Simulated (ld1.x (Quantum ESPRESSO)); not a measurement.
**Building the TM semilocal potential for Mo (PBE, scalar-relativistic).**

Input for ld1.x (Quantum ESPRESSO) 7.5:

```
&input
   title='Mo', zed=42., rel=1, dft='PBE', iswitch=3,
   config='[Kr] 4d5 5s1 5p0',
   nld=3, rlderiv=4.55, eminld=-2.0, emaxld=5.0, deld=0.02
 /
 &inputp
   pseudotype=1, tm=.true., lloc=0,
   nlcc=.true., rcore=1.50,
   file_pseudopw='Mo.pp', file_wfcaegen='ae.wfc', file_wfcncgen='nc.wfc'
 /
3
5P  2  1   0.00   0.00  4.20  4.20  0.0
4D  3  2   5.00   0.00  1.70  1.70  0.0
5S  1  0   1.00   0.00  2.75  2.75  0.0
 &test
   configts(1)='4d5 5s1 5p0'
 /
```

Command:

```bash
ld1.x < Mo.in > Mo.out
```

Output (shortened: banner, matrices, multipoles, cross overlaps and the repeated all-electron block are left out):

```
Program LD1 v.7.5
     --------------------------- All-electron run ----------------------------

     Mo
     scalar relativistic calculation

     atomic number is 42.00
     dft =PBE   lsd =0 sic =0 latt =0  beta=0.20 tr2=1.0E-14
     Exchange-correlation= PBE
                           (   1   4   3   4   0   0   0)
     mesh =1229 r(mesh) = 100.71859 a.u. xmin = -7.00 dx = 0.01250
     1 Ry =  13.60569312 eV, c = 137.03599908

     n l     nl                  e(Ry)          e(Ha)          e(eV)
     1 0     1S 1( 2.00)     -1456.9408      -728.4704    -19822.6900
     2 0     2S 1( 2.00)      -205.7692      -102.8846     -2799.6323
     2 1     2P 1( 6.00)      -183.9502       -91.9751     -2502.7696
     3 0     3S 1( 2.00)       -35.0245       -17.5123      -476.5332
     3 1     3P 1( 6.00)       -27.8740       -13.9370      -379.2445
     4 0     4S 1( 2.00)        -4.7294        -2.3647       -64.3466
     4 1     4P 1( 6.00)        -2.8286        -1.4143       -38.4852
     3 2     3D 1(10.00)       -16.2417        -8.1208      -220.9794
     4 2     4D 1( 5.00)        -0.2758        -0.1379        -3.7528
     5 0     5S 1( 1.00)        -0.3003        -0.1502        -4.0863
     5 1     5P 1( 0.00)        -0.0767        -0.0383        -1.0434

     final scf error:  3.0E-18 reached in  30 iterations

     Etot =   -8097.243804 Ry,   -4048.621902 Ha, -110168.614337 eV

     Ekin =    8348.961097 Ry,    4174.480548 Ha,  113593.402581 eV
     Encl =  -19514.479581 Ry,   -9757.239791 Ha, -265508.020635 eV
     Eh   =    3315.195666 Ry,    1657.597833 Ha,   45105.534870 eV
     Exc  =    -246.920985 Ry,    -123.460493 Ha,   -3359.531153 eV

     normalization and overlap integrals

     s(1S/1S) =  1.000000  <r> =   0.0352  <r2> =    0.0017  r(max) =   0.0229
     s(2S/2S) =  1.000000  <r> =   0.1537  <r2> =    0.0279  r(max) =   0.1303
     s(2P/2P) =  1.000000  <r> =   0.1340  <r2> =    0.0219  r(max) =   0.1041
     s(3S/3S) =  1.000000  <r> =   0.4289  <r2> =    0.2107  r(max) =   0.3819
     s(3P/3P) =  1.000000  <r> =   0.4306  <r2> =    0.2158  r(max) =   0.3771
     s(4S/4S) =  1.000000  <r> =   1.1075  <r2> =    1.3914  r(max) =   0.9874
     s(4P/4P) =  1.000000  <r> =   1.2378  <r2> =    1.7597  r(max) =   1.0777
     s(3D/3D) =  1.000000  <r> =   0.4153  <r2> =    0.2074  r(max) =   0.3246
     s(4D/4D) =  1.000000  <r> =   1.9997  <r2> =    5.0758  r(max) =   1.3838
     s(5S/5S) =  1.000000  <r> =   3.5954  <r2> =   14.9208  r(max) =   2.9295
     s(5P/5P) =  1.000000  <r> =   5.3883  <r2> =   34.4647  r(max) =   4.1055

     ------------------------ End of All-electron run ------------------------

     --------------------- Generating NC pseudopotential ---------------------

      Generating local pot.: lloc=0, matching radius rcloc =   2.7500

      Computing core charge for nlcc:

       r > 1.51 : true rho core
       r < 1.51 : rho core = a sin(br)/r    a=   5.85  b=   1.72

      Integrated core pseudo-charge :   7.16

      Wfc   5P  rcut= 4.209  Using Troullier-Martins method

      Wfc   4D  rcut= 1.711  Using Troullier-Martins method

     ------------------- End of pseudopotential generation -------------------

     Computing logarithmic derivative in   4.56583
     Computing logarithmic derivative in   4.56583
     Computing the partial wave expansion
       no projector for channel:   0
     R is outside the sphere for l=    1 j= 0.00
     R is outside the sphere for l=    2 j= 0.00

     ---------------------- Testing the pseudopotential ----------------------

     Mo
     scalar relativistic calculation

     atomic number is 42.00   valence charge is  6.00
     dft =PBE   lsd =0 sic =0 latt =0  beta=0.20 tr2=1.0E-14
     mesh =1229 r(mesh) = 100.71859 xmin = -7.00 dx = 0.01250

     n l     nl             e AE (Ry)        e PS (Ry)    De AE-PS (Ry)
     3 2     4D   1( 5.00)       -0.27582       -0.27582       -0.00000
     1 0     5S   1( 1.00)       -0.30034       -0.30034        0.00000
     2 1     5P   1( 0.00)       -0.07669       -0.07669        0.00000

     eps = 4.9E-16  iter = 12

     Etot =   -8097.243804 Ry,   -4048.621902 Ha, -110168.614337 eV
     Etotps =   -23.943921 Ry,     -11.971961 Ha,    -325.773643 eV

     Ekin =      18.048040 Ry,       9.024020 Ha,     245.556088 eV
     Encl =     -22.800927 Ry,     -11.400464 Ha,    -310.222417 eV
     Ehrt =      14.759134 Ry,       7.379567 Ha,     200.808248 eV
     Ecxc =     -13.629841 Ry,      -6.814921 Ha,    -185.443440 eV
     (Ecc =      -8.046947 Ry,      -4.023473 Ha,    -109.484289 eV)
     Epseu=     -20.320326 Ry,     -10.160163 Ha,    -276.472122 eV

     ---------------------- End of pseudopotential test ----------------------
```

Generation and configuration tests took about 1.4 s on one core of a shared server CPU.
